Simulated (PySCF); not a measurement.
# Computed properties of GeH2, SMILES [GeH2]

GeH2, SMILES [GeH2] (connectivity only; charge and spin as stated), neutral, multiplicity 1. Coordinates come from a B3LYP-D3(BJ)/def2-TZVPD optimisation. The isomer is the one that the SMILES or the coordinates give; other isomers of the formula were not compared. One conformer was computed; it need not be the lowest. All values are computed for the isolated molecule unless a solvent is named; none is compared with measurement here.

**Structure.** The optimised structure has C2v symmetry. All 3 harmonic modes at B3LYP-D3(BJ)/def2-TZVPD (PySCF) are real, so it is a minimum.

**Vibrations.** The strongest infrared lines (harmonic, unscaled, degenerate partners summed) lie at 1898 cm⁻¹ (364 km/mol, H 99 %), 1891 cm⁻¹ (319 km/mol, H 99 %), 936 cm⁻¹ (60 km/mol, H 99 %). The softest mode is at 936 cm⁻¹ and the zero-point energy is 6.8 kcal/mol.

**Electronic structure.** B3LYP/def2-TZVPD (PySCF) places the frontier levels at -6.77 and -3.32 eV, a gap of 3.45 eV, and gives a dipole moment of 0.28 D and a mean polarisability of 38.1 bohr³. PBE/def2-TZVPD (PySCF) at the same geometry gives -5.90 and -3.95 eV, so its gap is 1.50 eV narrower. An orbital gap is neither the optical nor the fundamental gap.

**Excitations.** TDA-CAM-B3LYP/def2-TZVPD (PySCF) has S1 at 2.51 eV (493 nm, f = 0.017, weak); the most intense of the 10 singlets computed lies at 8.25 eV (f = 0.40). T1 (TDA) is at 1.32 eV, 1.19 eV under S1.

**NMR.** GIAO shifts at HF/pcSseg-2 (PySCF) (non-relativistic, atoms alike by connectivity averaged): ¹H at 12.8 ppm against TMS.
